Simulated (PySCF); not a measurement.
A structure optimised at PBE-D3(BJ)/def2-SVP, used in a PySCF frequency run:

```xyz
11

N      2.0139     0.5319     0.4597
Si     0.4063     0.8885    -0.0597
C     -1.0366     0.4998     1.1271
N     -1.5638    -0.4689     0.4361
C     -0.7185    -0.5339    -0.7828
F     -0.1151    -1.7761    -0.8961
H      2.2642    -0.3892     0.8244
H      2.8190     1.0210     0.0670
H      0.4893     2.2389    -0.7278
H     -1.4942     0.8140     2.0878
H     -1.3505    -0.3755    -1.6873
```
Charge 0, spin multiplicity 1.

Write its SMILES and formula.

N[Si@@H]1C=N[C@@H]1F, C2H5FN2Si

What are its rotational constants (standard atomic weights)?

4.1466, 2.6713, 1.9228 GHz
